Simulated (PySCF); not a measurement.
# Where the electron goes

Species: C₅H₇FO.
Cartesian coordinates in Å at the GFN2-xTB level; atoms count from 1:
```xyz
14
C5H7FO angstrom
C     -2.7519   -0.1341    0.1107
C     -1.5197    0.2066    0.4607
F     -1.3049    0.9832    1.5468
C     -0.2905   -0.2108   -0.2714
O     -0.3665   -0.9061   -1.2560
C      1.0009    0.2988    0.3138
C      2.2110   -0.1663   -0.4822
H     -2.8920   -0.7520   -0.7572
H     -3.6154    0.1865    0.6655
H      1.0593   -0.0438    1.3512
H      0.9484    1.3911    0.3455
H      2.2512   -1.2526   -0.5012
H      2.1416    0.1850   -1.5087
H      3.1278    0.2139   -0.0397
```

Computed with TDDFT PBE0/def2-SVPD, vertical, gas phase, core orbitals frozen in the response in PySCF.

Frontier orbitals with the atoms that hold most of them (Löwdin shares over 4%, at most four atoms; ? is withheld):

| orbital | ε (eV) | atoms |
| --- | --- | --- |
| LUMO+2 | 1.24 | C1 19%, C7 16%, F3 9%, H14 9% |
| LUMO+1 | 0.63 | C6 16%, C7 12%, C2 12%, C4 11% |
| LUMO | -1.94 | ? |
| HOMO | -7.80 | O5 59%, C4 12%, C6 11%, C2 8% |
| HOMO-1 | -8.11 | ? |
| HOMO-2 | -10.04 | C7 25%, C6 22%, H13 10%, H12 10% |
| HOMO-3 | -10.48 | C7 35%, C6 22%, H12 8%, H13 8% |

Task: Give the leading atoms of the LUMO.

Result: C4 (bonded to 2 C and O) 23%; C1 (bonded to C and 2 H) 22%; O5 (bonded to C) 22%; C2 (bonded to 2 C and F) 16%. By element: carbon 61% or more, oxygen 22%.

Task: Which atoms hold the HOMO-1, and with what shares?

Result: C1 (bonded to C and 2 H) 36%; C2 (bonded to 2 C and F) 30%; F3 (bonded to C) 14%; O5 (bonded to C) 10%. By element: carbon 65% or more, fluorine 14%, oxygen 10%.

Task: The HOMO–LUMO gap is 5.86 eV. Where does the response calculation put the lowest singlet, and from which orbitals?

Result: S1 is at 3.84 eV (f = 0.0001), 2.01 eV below the gap, made of HOMO→LUMO (98%). Without the coupling terms of the response equations the lowest excitation would equal the gap.

Task: One configuration dominates each of S1, S2, S3 and S5. Which, and how do the shares of the two leading atoms of either orbital change from the occupied to the empty one?

Result: 
- S1 (3.84 eV, f 0.0001), HOMO→LUMO (98%): O5 59% → 22%, C4 12% → 23%, C1 at most 8% → 22%
- S2 (5.65 eV, f 0.236), HOMO-1→LUMO (96%): C1 36% → 22%, C2 30% → 16%, C4 at most 10% → 23%
- S3 (7.09 eV, f 0.040), HOMO-2→LUMO (93%): C7 25% → at most 16%, C6 22% → at most 16%, C4 at most 11% → 23%, C1 at most 11% → 22%
- S5 (7.30 eV, f 0.021), HOMO→LUMO+1 (92%): O5 59% → at most 11%, C4 12% → 11%, C6 11% → 16%, C7 at most 8% → 12%

One conformer stands for the species.
